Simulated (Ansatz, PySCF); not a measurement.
C2H5Se2, SMILES [CH2][Se][Se]C, multiplicity 2. Atoms are numbered in the order given.

```xyz
9

C      2.0597     0.1290     0.4307
Se     0.9219    -0.1488    -0.9974
Se    -1.0571     0.8323    -0.2289
C     -1.9293    -0.7528     0.4962
H      3.1286     0.2138     0.2219
H      1.6696     0.2346     1.4443
H     -2.9215    -0.4251     0.8403
H     -2.0468    -1.5147    -0.2843
H     -1.3605    -1.1539     1.3443
```
Charge 0, spin multiplicity 2.

Coordinates come from a PBE0-D3(BJ)/def2-SVP optimisation. The isomer is the one that the SMILES or the coordinates give; other isomers of the formula were not compared. One conformer was computed; it need not be the lowest.

Two levels are set side by side: PBE-D3(BJ)/def2-SVP (Ansatz, a first-principles code) and PBE0-D3(BJ)/def2-SVP (Ansatz). Each level has its own optimised geometry; the coordinates shown are those of the second. Frequencies come from the Hessian of PySCF at each geometry. Differences are taken from unrounded values.

```tsv
quantity	PBE0-D3(BJ)
mean bond length (Å)	1.452
bond C1–Se2 (Å)	1.847
bond Se2–Se3 (Å)	2.339
bond Se3–C4 (Å)	1.949
bond C1–H5 (Å)	1.092
bond C1–H6 (Å)	1.091
bond C4–H7 (Å)	1.100
bond C4–H8 (Å)	1.097
bond C4–H9 (Å)	1.097
highest harmonic wavenumber (cm⁻¹)	3319
mean harmonic wavenumber (cm⁻¹)	1274
zero-point energy (kcal/mol)	38.26
```

Task: What does PBE-D3(BJ) give, and how far is it from PBE0-D3(BJ)? (The exact figures need the calculation; the answer reports its results.)

Result: 
```
quantity                            PBE-D3(BJ)  PBE-D3(BJ) minus PBE0-D3(BJ)
----------------------------------  ----------  ----------------------------
mean bond length (Å)                     1.466                         0.014
bond C1–Se2 (Å)                          1.843                        -0.004
bond Se2–Se3 (Å)                         2.396                         0.057
bond Se3–C4 (Å)                          1.969                         0.020
bond C1–H5 (Å)                           1.101                         0.009
bond C1–H6 (Å)                           1.100                         0.009
bond C4–H7 (Å)                           1.108                         0.008
bond C4–H8 (Å)                           1.105                         0.008
bond C4–H9 (Å)                           1.105                         0.008
highest harmonic wavenumber (cm⁻¹)        3216                          -103
mean harmonic wavenumber (cm⁻¹)           1242                           -32
zero-point energy (kcal/mol)             37.29                         -0.97
```

GGA bonds tend to be longer and softer than those of functionals with exact exchange. Differences between two approximate levels are no errors against the true value.
